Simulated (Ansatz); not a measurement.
Molecule: C5H5O, charge 0, multiplicity 2. It need not be the lowest isomer of its formula. 
Structure (B3LYP-D3(BJ)/def2-TZVP (Ansatz, a first-principles code) minimum search):
```
C
C 1 1.3691
H 2 1.0786 1 119.80
H 2 1.0789 3 119.28 1 -180.00
O 1 1.3871 2 119.26 3 -180.00
C 5 1.3577 1 107.55 2 180.00
C 6 1.3680 5 110.85 1 0.00
H 6 1.0757 5 116.21 1 -180.00
H 7 1.0771 6 125.87 8 0.00
C 7 1.4060 9 127.44 6 -180.00
H 10 1.0766 7 127.70 9 0.00
```
Charge 0, spin multiplicity 2.

Wanted: atomisation energy (electronic, to ground-state atoms), in kJ/mol. Correlated levels leave the core frozen unless marked. Open shells are spin-unrestricted. Spin-orbit coupling is left out. No relativistic terms. The coupled-cluster limit lacks core correlation, which all-electron functionals hold. CBS(X,Y): correlation extrapolated as X^-3; Hartree-Fock from the larger set. [CCSD(T)-MP2]/basis is that difference in the basis named.

| level | program | atomisation energy (kJ/mol) |
|---|---|---|
| HF/6-31G | Ansatz | 3397.1 |
| PBE-D3(BJ)/def2-TZVPD | Ansatz + dftd3 | 5236.0 |
| B3LYP/def2-TZVPD | Ansatz | 4994.3 |
| BHLYP/def2-TZVPD | Ansatz | 4817.9 |
| LC-wPBE-D4/def2-TZVPD | Ansatz + dftd4 | 5075.1 |
| B2GP-PLYP-D4/def2-TZVPD | Ansatz + dftd4 | 4962.4 |
| MP2/6-31G* | Ansatz | 4696.2 |

Question: Predict the RI-MP2/CBS(cc-pVTZ,cc-pVQZ)+[CCSD(T)-MP2]/cc-pVTZ result (Ansatz).

Answer: 4997.8 kJ/mol, so MP2/6-31G* differs from it by -301.6 kJ/mol.
